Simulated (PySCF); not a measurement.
Correlation energy of As⁺ (arsenic, charge +1)

[Ar] 3d10 4s2 4p1 5s1, high-spin 3P determinant (an excited configuration). Computed with PySCF 2.14 in aug-cc-pwCVTZ-PP with ECP10MDF (8s7p6d4f1g, 96 functions), with a scalar-relativistic core potential. Frozen: 3s2 3p6 3d10; 4 electrons correlated.

```csv
level,correlation energy (mhartree)
CCSD,-66.98
(T),-1.73
CCSD(T),-68.71
```

Diagnostics: T1 = 0.020, D1 = 0.0554, largest double amplitude 0.090.

Is a single reference adequate?

Mostly. T1 lies below 0.03, but a double amplitude of this size points to a near-degeneracy that CCSD handles and MP2 describes poorly.
